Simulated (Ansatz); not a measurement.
Predict a relaxed structure of [closo-1,2-(F)2B6H4]2- (B6H4F2²⁻), charge -2, singlet, at PBE-D4/def2-SVPD (Ansatz).


```xyz
12

B    -0.290    1.037   -0.543
B    -0.949    0.132    0.797
B     0.743    0.560    0.767
B     0.277   -1.092    0.538
B    -0.761   -0.614   -0.777
B     0.935   -0.179   -0.803
F    -0.613    2.294   -1.167
H    -1.878    0.292    1.589
F     1.622    1.263    1.665
H     0.556   -2.161    1.074
H    -1.512   -1.207   -1.546
H     1.869   -0.325   -1.593
```
Point group C2v (tolerance 0.1 Å). This is one stationary point.

A multiply charged anion in the gas phase is held together partly by the finite basis. Removing one electron lowers the energy by 1.43 eV at PBE0-D4/def2-TZVPD, so it isn't bound. The highest occupied level of the charge -2 singlet lies above zero (up to 4.13 eV). By energy differences it is unbound by 1.43 eV (vertical, against the charge -1 doublet, at PBE0-D4/def2-TZVPD) and held by the finite basis.
